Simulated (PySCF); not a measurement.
Compound: C4BrF3O.
Atom-mapped SMILES: `[O:1]=[c:2]1[c:3]([Br:4])[c:5]1[C:6]([F:7])([F:8])[F:9]`

Structure used (PBE0-D3(BJ)/def2-SVP), in Å, numbered top down from 1:
```xyz
9
C4BrF3O angstrom
O      1.8623   -1.7975    0.8928
C      1.3140   -0.8166    0.5058
C      1.2914    0.5731    0.1118
Br     2.0383    2.2196   -0.2014
C      0.1363   -0.1086    0.0692
C     -1.3184   -0.0310   -0.2690
F     -2.0542   -0.4942    0.7337
F     -1.6775    1.2255   -0.5117
F     -1.5742   -0.7565   -1.3517
```

All values: CAM-B3LYP/def2-SVPD (PySCF, non-relativistic), on one gas-phase PBE0-D3(BJ)/def2-SVP geometry that isn't relaxed in the solvent. The solvent is an IEF-PCM continuum (Bondi radii, 1.10 Å for H, scaled by 1.2), and excitations are vertical TDDFT with non-equilibrium linear response and a frozen core. Specific hydrogen bonds and non-electrostatic terms are outside this model. Spin–orbit coupling is left out although an atom past zinc is present.

Gas-phase singlets (H = HOMO, L = LUMO):

| state | E (eV) | λ (nm) | f | leading configurations |
| --- | --- | --- | --- | --- |
| S1 | 4.514 | 275 | 0.000 | H→L 98% |
| S2 | 5.681 | 218 | 0.000 | H→L+3 91% |
| S3 | 5.858 | 212 | 0.009 | H→L+1 57%, H-1→L 34% |
| S4 | 6.257 | 198 | 0.000 | H-2→L 91% |
| S5 | 6.356 | 195 | 0.174 | H-1→L 53%, H-2→L+1 22% |

Task: Give the list for chloroform (ε = 4.711), n² = 2.09.

Result: 
```tsv
state	E (eV)	λ (nm)	f	leading configurations	change by rank (eV)
S1	4.700	264	0.000	H→L 97%	+0.186
S2	5.762	215	0.000	H→L+3 89%	+0.081
S3	5.995	207	0.023	H→L+1 46%, H-1→L 45%	+0.137
S4	6.271	198	0.000	H-2→L 90%	+0.014
S5	6.360	195	0.220	H-1→L 45%, H→L+1 28%	+0.004
```

Task: The ground-state energy changes by -0.174 eV from gas to chloroform. By how much does the total energy of gas-phase S1 change?

Result: E(S1) = E(S0) + excitation energy, so it changes by -0.174 + 0.186 = +0.012 eV: it isn't lowered at all, while the ground state is. This is the vertical state, with the slow part of the continuum still set for S0.

Task: How do the frontier levels move from gas to chloroform?

Result: 
```json
{"orbital": "LUMO+2", "gas (eV)": "0.84", "solvent (eV)": "1.05", "change (eV)": "+0.21", "Löwdin shares, gas": "Br4 37 %, C2 13 %, C3 11 %, C6 11 %", "Löwdin shares, solvent": "Br4 34 %, C2 15 %, C6 11 %, C5 10 %"}
{"orbital": "LUMO+1", "gas (eV)": "-0.22", "solvent (eV)": "0.12", "change (eV)": "+0.34", "Löwdin shares, gas": "Br4 61 %, C3 21 %, C5 6 %, C2 6 %", "Löwdin shares, solvent": "Br4 60 %, C3 21 %, C2 6 %, C5 6 %"}
{"orbital": "LUMO", "gas (eV)": "-1.04", "solvent (eV)": "-0.75", "change (eV)": "+0.29", "Löwdin shares, gas": "C3 34 %, C5 33 %, Br4 12 %, C2 6 %", "Löwdin shares, solvent": "C3 33 %, C5 33 %, Br4 12 %, C2 6 %"}
{"orbital": "HOMO", "gas (eV)": "-9.36", "solvent (eV)": "-9.29", "change (eV)": "+0.07", "Löwdin shares, gas": "O1 46 %, C2 14 %, Br4 13 %, C3 12 %", "Löwdin shares, solvent": "O1 44 %, Br4 16 %, C2 14 %, C3 12 %"}
{"orbital": "HOMO-1", "gas (eV)": "-10.32", "solvent (eV)": "-10.10", "change (eV)": "+0.22", "Löwdin shares, gas": "Br4 39 %, O1 20 %, C5 17 %, C3 14 %", "Löwdin shares, solvent": "Br4 44 %, O1 17 %, C5 17 %, C3 14 %"}
{"orbital": "HOMO-2", "gas (eV)": "-11.05", "solvent (eV)": "-10.77", "change (eV)": "+0.28", "Löwdin shares, gas": "Br4 72 %, C3 11 %, O1 7 %, C5 7 %", "Löwdin shares, solvent": "Br4 70 %, C3 10 %, O1 8 %, C5 7 %"}
{"orbital": "HOMO-3", "gas (eV)": "-12.16", "solvent (eV)": "-11.97", "change (eV)": "+0.19", "Löwdin shares, gas": "Br4 43 %, O1 26 %, C3 17 %, C2 10 %", "Löwdin shares, solvent": "Br4 39 %, O1 27 %, C3 18 %, C2 10 %"}
```

The HOMO–LUMO gap goes from 8.33 to 8.54 eV.
